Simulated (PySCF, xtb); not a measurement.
Pb(Br)(SiH3) (BrH₃PbSi), SMILES [SiH3][Pb][Br] (connectivity only; charge and spin as stated), neutral, multiplicity 1.

GFN2-xTB (xtb) at its own geometry gives an orbital gap of 1.50 eV and a dipole moment of 7.10 D.

Coordinates come from a PBE-D3(BJ)/def2-SVP optimisation. The structure was generated by enumeration; whether it is a known compound was not checked. The def2 effective core potentials stand for the cores of Pb; spin–orbit coupling is left out.

Problem. What does PBE/def2-TZVPD in PySCF give? (The exact figures need the calculation; the answer reports its results.)

Solution. gap 1.61 eV (levels -5.59 and -3.98 eV), dipole 3.63 D.
